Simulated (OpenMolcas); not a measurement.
Results of a calculation; reference values are marked as such.
**Ta²⁺: input and output**

Input:

```
&GATEWAY
Coord
1

Ta 0.0 0.0 0.0
Basis=ANO-RCC-VTZP
Group=XYZ
NoMove
AngMom=0.0 0.0 0.0
AMFI
&SEWARD
Relativistic=R04O02
&RASSCF
FileOrb=start.orb
Symmetry=1
Spin=4
nActEl=3 0 0
Inactive=15 19
Ras2=5 0
CIRoot=10 10 1
SDav=10
CIMx=300
Iter=120 100
PrWF=0.3
OrbListing=Nothing
MaxOrb=0
Atom
>>> COPY $Project.JobIph JOB001
&RASSCF
FileOrb=start.orb
Symmetry=1
Spin=2
nActEl=3 0 0
Inactive=15 19
Ras2=5 0
CIRoot=40 40 1
SDav=40
CIMx=300
Iter=120 100
PrWF=0.3
OrbListing=Nothing
MaxOrb=0
Atom
>>> COPY $Project.JobIph JOB002
&RASSI
NrOfJobIphs=2 10 40
1 2 3 4 5 6 7 8 9 10
1 2 3 4 5 6 7 8 9 10 11 12 13 14 15 16 17 18 19 20 21 22 23 24 25 26 27
28 29 30 31 32 33 34 35 36 37 38 39 40
IphNames
JOB001
JOB002
EJob
SpinOrbit
DIPRint=1.0
SOCoupling=1000.0
Subsets=2
MEES
Property=10
'ANGMOM' 1 'ANGMOM' 2 'ANGMOM' 3 'MLTPL  1' 1 'MLTPL  1' 2 'MLTPL  1' 3
'AMFI' 1 'AMFI' 2 'AMFI' 3 'MLTPL  2' 6
SOProperty=3
'ANGMOM' 1 'ANGMOM' 2 'ANGMOM' 3
```

Launched by
```bash
OMP_NUM_THREADS=1 MOLCAS_MEM=2252 MOLCAS_PROJECT=a pymolcas a.inp > a.log  # once for each step of the input, in one work folder
```

A driver script runs the steps one by one and writes start.orb anew before each from the orbitals found so far.

Output, cut to the results:

```
--- SEWARD ---
Basis set label: TA.ANO-RCC...8S7P5D3F2G1H.

      Electronic valence basis set:
      ------------------
      Associated Effective Charge  73.000000 au
      Associated Actual Charge     73.000000 au
      Nuclear Model: Point charge

      Shell  nPrim  nBasis  Cartesian Spherical Contaminant
         s      24       8        X
         p      21       7        X
         d      15       5                 X
         f      11       3                 X
         g       4       2                 X
         h       2       1                 X
Relativistic=R04O02
                  Relativistic Douglas-Kroll-Hess integrals:
                    - DKH order of Hamiltonian: 4
                    - DKH order of Properties : 2
--- RASSCF ---
Wave function specifications:
      -----------------------------

      Number of closed shell electrons          68
      Number of electrons in active shells       3
      Max number of holes in RAS1 space          0
      Max nr of electrons in RAS3 space          0
      Number of inactive orbitals               34
      Number of active orbitals                  5
      Number of secondary orbitals              65
      Spin quantum number                      1.5
      State symmetry                             1
Orbital specifications:
      -----------------------

      Symmetry species                           1   2
                                                ag  au
      Frozen orbitals                            0   0
      Inactive orbitals                         15  19
      Active orbitals                            5   0
      RAS1 orbitals                              0   0
      RAS2 orbitals                              5   0
      RAS3 orbitals                              0   0
      Secondary orbitals                        31  34
      Deleted orbitals                           0   0
      Number of basis functions                 51  53
      Number of CSFs                            10
      Number of root(s) required                10
      Iter CI   SX   CI       RASSCF       Energy    max ROT     max BLB   max BLB  Level Ln srch  Step   QN
          iter iter root      energy       change     param      element    value   shift minimum  type update
 Nr of preliminary CI iterations:   1
      Total energies have been shifted. Add               -15000.00 au
        1   1   10    0  -600.39932534    0.00E+00   1.32E-01*   1  23 1  3.37E-01*  0.00   0.00    SX    NO
        2   1   11    0  -600.42683118   -2.75E-02*  3.73E-02   10  29 2 -6.63E-02*  0.00   0.00    SX    NO
        3   1   11    0  -600.42684806   -1.69E-05*  2.81E-02   12  31 2  8.93E-02*  0.00   0.00    SX    NO
        4   1   11    0  -600.42545607    1.39E-03*  2.39E-02   10  29 2 -1.06E-01*  0.00   0.00    SX    NO
        5   1   11    0  -600.42313652    2.32E-03*  1.60E-02   10  29 2  1.27E-01*  0.00   0.46    SX   YES
        6   1   11    0  -600.43041878   -7.28E-03*  3.82E-03   16  35 2 -4.77E-02*  0.00   0.73    QN   YES
        7   1    8    0  -600.43161973   -1.20E-03*  5.69E-05   18  24 2  4.22E-04*  0.00   1.01    QN   YES
        8   1    7    0  -600.43161994   -2.04E-07*  7.81E-06   19  25 2  5.38E-05   0.00   1.14    QN   YES
        9   1    5    0  -600.43161994   -5.10E-09   4.65E-06    9  23 1  3.22E-06   0.00   1.01    QN   YES
      Convergence after  9 iterations
       10   1    5    0  -600.43161994   -5.28E-11   4.65E-06   11  37 2 -1.33E-06   0.00   1.01    QN   YES
      Natural orbitals and occupation numbers for root  1
      sym 1:   0.693241   0.306759   1.000000   0.306759   0.693241
      Natural orbitals and occupation numbers for root  2
      sym 1:   0.005155   1.000000   0.005155   0.994845   0.994845
      Natural orbitals and occupation numbers for root  3
      sym 1:   1.000000   0.330835   0.669165   0.669165   0.330835
::    RASSCF root number  1 Total energy: -15600.44556108
::    RASSCF root number  2 Total energy: -15600.44556108
::    RASSCF root number  3 Total energy: -15600.44556108
::    RASSCF root number  4 Total energy: -15600.44556108
::    RASSCF root number  5 Total energy: -15600.44556108
::    RASSCF root number  6 Total energy: -15600.44556108
::    RASSCF root number  7 Total energy: -15600.44556108
::    RASSCF root number  8 Total energy: -15600.39909061
::    RASSCF root number  9 Total energy: -15600.39909061
::    RASSCF root number 10 Total energy: -15600.39909061
--- RASSCF ---
...
--- RASSI ---
SPIN-FREE ENERGIES:
  (Shifted by EMIN (a.u.) =     -15600.4455610830)

 SF State       Relative EMIN(au)   Rel lowest level(eV)    D:o, cm**(-1)      L_eff

     1             0.0000000000        0.0000000000              0.0000         3.0
     2             0.0000000000        0.0000000000              0.0000         3.0
     3             0.0000000000        0.0000000000              0.0000         3.0
     4             0.0000000000        0.0000000000              0.0000         3.0
     5             0.0000000000        0.0000000000              0.0000         3.0
     6             0.0000000000        0.0000000000              0.0000         3.0
     7             0.0000000000        0.0000000000              0.0000         3.0
     8             0.0464704732        1.2645259940          10199.0900         1.0
     9             0.0464704732        1.2645259940          10199.0900         1.0
    10             0.0464704732        1.2645259940          10199.0900         1.0
    11             0.0496381216        1.3507220983          10894.3084         4.0
    12             0.0496381216        1.3507220983          10894.3084         4.0
    13             0.0496381216        1.3507220983          10894.3084         4.0
    14             0.0496381216        1.3507220983          10894.3084         4.0
    15             0.0496381216        1.3507220983          10894.3084         4.0
    16             0.0496381216        1.3507220983          10894.3084         4.0
    17             0.0496381216        1.3507220983          10894.3084         4.0
    18             0.0496381216        1.3507220983          10894.3084         4.0
    19             0.0496381216        1.3507220983          10894.3084         4.0
    20             0.0648539006        1.7647645390          14233.7859         4.6
    21             0.0648539006        1.7647645390          14233.7859         4.7
...
```

Levels above the lowest, from the spin-orbit matrix, grouped by J:

| Configuration | Term | J | E (cm⁻¹) | Term weight % | Second |
| --- | --- | --- | --- | --- | --- |
| 5d³ | ⁴F | 3/2 | 0.0 | 94 | 5 ²D(1) |
| 5d³ | ⁴F | 5/2 | 2321 | 98 |  |
| 5d³ | ⁴F | 7/2 | 4789 | 96 | 3 ²G |
| 5d³ | ⁴F | 9/2 | 7107 | 88 | 11 ²G |
| 5d³ | ⁴P | 3/2 | 11677 | 61 | 28 ²P |
| 5d³ | ⁴P | 1/2 | 12486 | 83 | 17 ²P |
| 5d³ | ²G | 7/2 | 14599 | 95 | 3 ⁴F |
| 5d³ | ²H | 9/2 | 15169 | 50 | 41 ²G |
| 5d³ | ⁴P | 5/2 | 15833 | 95 | 4 ²D(1) |
| 5d³ | ²D(1) | 3/2 | 18163 | 51 | 32 ⁴P |
| 5d³ | ²P | 1/2 | 19205 | 83 | 17 ⁴P |
| 5d³ | ²H | 11/2 | 20405 | 100 |  |
| 5d³ | ²H | 9/2 | 21407 | 49 | 48 ²G |
| 5d³ | ²D(1) | 5/2 | 22378 | 93 | 4 ⁴P |
| 5d³ | ²P | 3/2 | 24646 | 58 | 34 ²D(1) |
| 5d³ | ²F | 7/2 | 29212 | 98 |  |
| 5d³ | ²F | 5/2 | 29484 | 94 | 5 ²D(2) |
| 5d³ | ²D(2) | 5/2 | 44056 | 93 | 5 ²F |
| 5d³ | ²D(2) | 3/2 | 44461 | 99 |  |

Configurations with an s electron lie low in 5d ions of this charge, fall among these levels and mix in, so low-spin terms can stand far too high, up to twice their true height, and weights are not those of the real levels. Without dynamic correlation excited terms often stand tens of per cent too high (terms of higher spin than the ground term too low), and those without a measured partner can miss by more than the paired ones. Only configurations of the active space appear.

The term weight is that of the spin-free term in the level, not the purity of its configuration. A number in round brackets counts repeated terms of one configuration in the order of the reference energies.
